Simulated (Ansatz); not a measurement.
## A small benchmark: atomisation enthalpy at 298 K

6 molecules; the atomisation enthalpy at 298 K in kJ/mol, computed less measured. Shapes, held fixed at every level: PBE0-D4/def2-TZVP. Flexible molecules stand in one conformer, not always the lowest. Thermal terms are harmonic and unscaled (PBE0-D4/def2-TZVP); the spin-orbit lowering of the free atoms is taken from their spectra. Programs: Ansatz 0.2.0. Measured values: Active Thermochemical Tables, NIST-JANAF tables.

Levels: A = HF/def2-TZVPP; B = r2SCAN0/STO-3G; C = CCSD(T)/def2-SVP; D = CCSD(T)/CBS estimate.

```tsv
molecule	from tabulated heats	A	B	C	D
BOF (SMILES O=BF)	1501	-454	-8	-88	-30
BCl2F (dichlorofluoroborane)	1537	-374	+157	-70	-9
SO3 (sulfur trioxide)	1420	-859	-1260	-368	-11
C2H2O (ethynol)	2026	-689	+35	-118	-8
CH2ClF (chlorofluoromethane)	1617	-497	+139	-106	-1
H3NO (hydroxylamine)	1419	-637	-59	-142	+2
```

Q: Sum up the errors.

A: 
| level | kind | mean error | mean absolute error | worst case |
| --- | --- | --- | --- | --- |
| HF/def2-TZVPP | Hartree–Fock | -585.0 | 585.0 | SO3 |
| r2SCAN0/STO-3G | global hybrid | -166.0 | 276.3 | SO3 |
| CCSD(T)/def2-SVP | coupled cluster or CI | -148.7 | 148.7 | SO3 |
| CCSD(T)/CBS estimate | coupled cluster or CI | -9.5 | 10.2 | BOF |

On this set CCSD(T)/CBS estimate has the smallest mean absolute error and HF/def2-TZVPP the largest. HF/def2-TZVPP is too low in 6 of 6; CCSD(T)/def2-SVP is too low in 6 of 6; CCSD(T)/CBS estimate is too low in 5 of 6. The tabulated values of BOF, BCl2F are in doubt (older tables, estimates, or at odds with other calculations) and kept here. Over the 4 molecules whose values aren't doubted the mean absolute errors are A 670.5; B 373.2; C 183.5; D 5.5. Hartree–Fock lacks correlation and underbinds. Rows in very small basis sets show the basis more than the method. Correlated wave functions converge slowly with the basis. The CBS estimate extrapolates MP2 from def2-TZVPP and def2-QZVPP and adds CCSD(T) − MP2 in the triple-zeta set, cores frozen. The set is small.
